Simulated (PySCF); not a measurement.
## Exact mass, isotope pattern and composition

Species: `C#CCP(C=C)N([SiH3])[SiH3]`.

Calculated from isotope tables alone.

Task: Molar mass and exact mass?

Result: For C5H12NPSi2, with standard atomic weights, 5 × 12.011 + 1 × 30.974 + 1 × 14.007 + 2 × 28.085 + 12 × 1.008 = 173.302 g/mol. From the most abundant isotopes (12C, 31P, 14N, 28Si, 1H), 5 × 12.000000 + 1 × 30.973762 + 1 × 14.003074 + 2 × 27.976927 + 12 × 1.007825 = 173.0246 u.

Task: Work out the cluster of the molecular ion M+•, one line a nominal mass.

Result: 
```csv
nominal mass,m/z (centroid),relative intensity
173,173.0240,100.0
174,174.0249,16.1
175,175.0216,7.7
176,176.0226,0.8
177,177.0192,0.1
```

Cut off at 0.1 %. One electron mass, 0.00055 u, is taken off. Abundances used (%; other tables differ somewhat): 12C 98.93, 13C 1.07; 14N 99.632, 15N 0.368; 28Si 92.2297, 29Si 4.6832, 30Si 3.0872; 1H 99.9885, 2H 0.0115.

Task: List the species in which a single atom is changed from its most abundant isotope.

Result: Intensity in % of the monoisotopic species:

| isotope | mass shift (u) | m/z | intensity (%) |
| --- | --- | --- | --- |
| 15N | +0.99703 | 174.0211 | 0.37 |
| 29Si | +0.99957 | 174.0236 | 10.16 |
| 13C | +1.00335 | 174.0274 | 5.41 |
| 2H | +1.00628 | 174.0303 | 0.14 |
| 30Si | +1.99684 | 175.0209 | 6.69 |

Species under 0.02 % are left out.

Task: What resolving power m/Δm just matches the spacing of the species with one 29Si and with one 13C?

Result: They lie 0.00379 u apart at mass 174.02, so m/Δm is about 46000.

Task: What share of all molecules is the monoisotopic species?

Result: 0.9893^5 × 1 × 0.99632 × 0.922297^2 × 0.999885^12 = 80.20 %.

Task: Which m/z would the protonated, sodiated and deprotonated molecule have?

Result: [M+H]+ 174.0319, [M+Na]+ 196.0138, [M−H]− 172.0173, for the monoisotopic species (arithmetic only; whether such ions form is another matter).

Task: Protons, neutrons, electrons, and exact less nominal mass of the monoisotopic species?

Result: 92 protons, 81 neutrons and 92 electrons; 173.0246 − 173 = +0.0246 u.
